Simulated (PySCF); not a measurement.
## Exercise with solution: chemical shift, span and skew from a shielding tensor

Al(H)(F)(NH2) (AlFH₃N), SMILES [NH2][AlH][F]. Atoms are numbered in the order given.

```xyz
6

Al    -0.4609    -0.0880     0.0000
H     -2.0226    -0.2388     0.0000
F      0.4925    -1.4373     0.0000
N      0.3405     1.4764     0.0000
H      1.3383     1.6212     0.0000
H     -0.1391     2.3631     0.0000
```
Charge 0, spin multiplicity 1.

The structure is a stationary point at r2SCAN-D4/def2-TZVP. Other conformers were not sampled.

GIAO shieldings from PySCF with PBE0/pcSseg-2, non-relativistic, no solvent. The symmetric part of the tensor of N4 has the principal values 193.7, 228.7, 276.7 ppm. The same nucleus in NH3 has σ = 263.3 ppm at this level (PySCF, at its B3LYP-D3(BJ)/def2-TZVP geometry).

Task: Work out the isotropic shielding, the ¹⁵N shift against NH3, the span and the skew.

Result: 
σ(iso) = (σ11 + σ22 + σ33)/3 = 233.0 ppm. δ = σ(ref) − σ(iso) = 263.3 − (233.0) = 30.3 ppm.
Span Ω = σ33 − σ11 = 83.0 ppm. Skew κ = 3(σ(iso) − σ22)/Ω = 0.16. Tumbling in solution averages the tensor to δ; in a static solid the shielding alone would spread this spin-1/2 line over Ω.
